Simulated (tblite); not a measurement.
Compound: C10H14O.
Bonds: O1–C2 (double), C2–C3, C3–C4 (double), C4–C5 (double), C5–C6, C6–C7, C7–C8, C8–C9, C9–C10, C10–C11, C3–C11. Hydrogens: H12 on C2; H13 on C5; H14, H15 on C6; H16, H17 on C7; H18, H19 on C8; H20, H21 on C9; H22, H23 on C10; H24, H25 on C11.

The geometry is computed with GFN2-xTB (gas phase).

(1) Give the optimised bond lengths and angles.

Answers

(1) 
```csv
bond,length (Å),order
O1=C2,1.207,double
C2–C3,1.464,single
C3=C4,1.313,double
C4=C5,1.294,double
C5–C6,1.510,single
C6–C7,1.535,single
C7–C8,1.534,single
C8–C9,1.537,single
C9–C10,1.535,single
C10–C11,1.533,single
C3–C11,1.510,single
C2–H12,1.108,single
C5–H13,1.082,single
"C6–H14, C6–H15",1.092,single
"C7–H16, C7–H17",1.092,single
"C8–H18, C8–H19",1.091,single
"C9–H20, C9–H21",1.091,single
"C10–H22, C10–H23",1.092,single
"C11–H24, C11–H25",1.092,single
```

Bonds in one row agree within 0.01 Å and their mean is given. Orders are formal, as drawn. A selection of angles:
```csv
angle,degrees
O1–C2–C3,125.1
O1–C2–H12,121.2
C3–C2–H12,113.7
C2–C3–C4,119.9
C2–C3–C11,117.8
C4–C3–C11,122.3
C3–C4–C5,175.7
C4–C5–C6,123.3
C4–C5–H13,119.7
C6–C5–H13,117.0
C5–C6–C7,112.8
C5–C6–H14,109.1
C7–C6–H14,109.3
C7–C6–H15,108.4
H14–C6–H15,108.0
C6–C7–C8,112.9
C6–C7–H16,109.8
C6–C7–H17,107.2
C8–C7–H16,109.8
H16–C7–H17,107.4
C7–C8–C9,113.8
C7–C8–H18,109.2
C9–C8–H18,108.5
C9–C8–H19,109.8
H18–C8–H19,106.8
C8–C9–C10,113.3
C8–C9–H20,108.5
C10–C9–H20,109.4
H20–C9–H21,106.9
C9–C10–C11,113.2
C9–C10–H22,109.7
C11–C10–H22,109.6
C11–C10–H23,107.2
H22–C10–H23,107.3
C10–C11–H24,108.9
C3–C11–C10,113.5
C3–C11–H24,109.2
C3–C11–H25,107.3
H24–C11–H25,108.4
```

Dihedral angles: O1–C2–C3–C4 -179° (antiperiplanar); C4–C5–C6–C7 65° (synclinal); C5–C6–C7–C8 -59° (synclinal); C6–C7–C8–C9 97° (anticlinal); C7–C8–C9–C10 -146° (anticlinal); C8–C9–C10–C11 97° (anticlinal); C9–C10–C11–C3 -59° (synclinal); C2–C3–C11–C10 -116° (anticlinal). The mirror-image conformer, all signs reversed, is as good.

The 9-membered ring C3–C4–C5–C6–C7–C8–C9–C10–C11 has internal angles of 112.8° to 175.7°; it is puckered, 0.32 Å rms from its mean plane. The C–C distances run from 1.294 Å (C4=C5, drawn double) to 1.537 Å (C8–C9, drawn single), a spread of 0.243 Å. Of the pairs four or more bonds apart, O1···H25 is among the closest relative to their van der Waals radii: 2.38 Å, 87 % of the sum of Bondi's values.

Point group: C1 (no symmetry element, even within 0.4 Å). Its GFN2-xTB frequencies are all real (lowest 57 cm⁻¹). One conformer, not necessarily the lowest. 3 starts were optimised and ended at 0.00, 0.57 and 2.28 kcal/mol (GFN2-xTB); the lowest of these is shown.
